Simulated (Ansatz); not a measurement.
The first iterations of a band of CH₄MgOS (8 atoms, charge 0, multiplicity 1).

Level of theory: RKS revPBE-D4/def2-SVP (Ansatz 0.2.0).

```
movable images  : 7
climbing image  : yes
spring          : 5.0 eV/Å²
optimiser       : quadratic models (default)
start path      : IDPP
force threshold : 0.05 eV/Å
iteration limit : 60
end points      : relaxed
```

Image 0:

```xyz
8
Properties=species:S:1:pos:R:3
C 0.174 1.697 -0.389
S 1.441 0.578 0.377
Mg 0.309 -1.451 0.479
O -0.430 -3.086 0.624
H 0.644 2.696 -0.477
H -0.119 1.366 -1.405
H -0.731 1.799 0.242
H -1.196 -3.656 0.492
```

Image 8:

```xyz
8
Properties=species:S:1:pos:R:3
C -0.373 1.709 0.090
S -0.098 0.505 1.475
Mg 0.388 -1.462 0.334
O 0.901 -2.946 -0.563
H 0.524 1.824 -0.550
H -1.242 1.432 -0.540
H -0.588 2.689 0.558
H 0.579 -3.807 -0.859
```

| iteration | highest image above the first end (eV) | largest band force component (eV/Å) |
| --- | --- | --- |
| 1 | 0.203 | 1.233 |
| 2 | 0.017 | 0.267 |

**Question.** Does the band converge within its limit, and where does its top end?

**Answer.** It converged. It ended after 5 iterations with the highest image 0.007 eV above the first end. A structure lower than the first end lies on the path between it and the top, so the climb from that side starts below the end, which may itself be a saddle point or a shallow side well. The top lies less than 8 meV above the higher end, about what the thresholds resolve: that end is a shoulder or a very shallow well. A vibrational analysis at the climbing image gives one clearly imaginary mode, 79i cm⁻¹: a first-order saddle point.

Run time: 34 s on 1 thread of AMD EPYC 9R45 96-Core Processor (Zen 5) (shared host), peak memory 0.14 GiB.
